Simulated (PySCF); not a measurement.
Compound: C6H10GaNO.
SMILES with atom numbers: `[CH3:1][O:2][GaH2-:3][n+:4]1[cH:5][cH:6][cH:7][cH:8][cH:9]1` (hydrogens: H10, H11, H12 on C1; H13, H14 on Ga3; H15 on C5; H16 on C6; H17 on C7; H18 on C8; H19 on C9)

A linear-response calculation (PySCF, def2-SVPD basis, gas phase, vertical, core orbitals frozen in the response) gave these numbers; the functional is withheld.

Orbital energies (eV): HOMO-3 -8.45, HOMO-2 -7.64, HOMO-1 -6.71, HOMO -6.04, LUMO -2.25, LUMO+1 -1.66, LUMO+2 -0.03.

```tsv
state	E (eV)	f	main configurations (H = HOMO, L = LUMO)
S1	3.10	0.0000	H→L (100%)
S2	3.73	0.0074	H→L+1 (91%), H-1→L (9%)
S3	3.77	0.0064	H-1→L (91%), H→L+1 (9%)
S4	4.38	0.0001	H-1→L+1 (100%)
S5	4.65	0.0006	H-2→L (100%)
S6	5.27	0.0001	H-2→L+1 (100%)
```

Triplets (Tamm–Dancoff): T1 3.08 eV, H→L (100%); T2 3.69 eV, H→L+1 (99%); T3 3.75 eV, H-1→L (99%); T4 4.35 eV, H-3→L+1 (59%), H-5→L (26%).

Vertical ionisation energy by ΔSCF with the same functional: 8.21 eV. Mean static polarisability: 112.9 au.

Orbitals of the list HOMO-3 to LUMO+2 that lie within 0.01 eV of each other are written together with a slash and their weights summed (≥ marks a lower bound); for degenerate orbitals outside that list single weights are arbitrary.

**Question.** Name the functional.
A. PBE
B. B3LYP
C. HF
D. wB97X-D

**Answer.** B. B3LYP is a global hybrid with 20% exact exchange. In this run −ε(HOMO) = 6.04 eV differs from the ΔSCF value by -2.17 eV, and S1 differs from the orbital gap of 3.79 eV by -0.69 eV. The ratio −ε(HOMO)/IP is 0.74. Usual ranges for neutral molecules in this basis: 0.67 to 0.83 with B3LYP, 0.5 to 0.7 with PBE, 0.89 to 0.99 with wB97X-D; with Hartree–Fock the ratio is 1 or more (Koopmans' value less the relaxation energy is the ΔSCF value). The other options: PBE, a GGA without exact exchange; HF, time-dependent Hartree–Fock, 100% exact exchange; wB97X-D, range-separated, 22% exact exchange at short range and 100% at long range (ω = 0.2 bohr⁻¹).

The calculation used PySCF, TDDFT B3LYP/def2-SVPD, vertical, gas phase, core orbitals frozen in the response. Geometry: PBE0-D3(BJ)/def2-SVP, one conformer, isolated molecule. Relativistic effects, spin–orbit coupling among them, are left out although an element past zinc is present.

The values belong to the conformer `[CH3:1][O:2][GaH2-:3][n+:4]1[cH:5][cH:6][cH:7][cH:8][cH:9]1`: C1–O2–Ga3–N4 180°, O2–Ga3–N4–C5 91°.
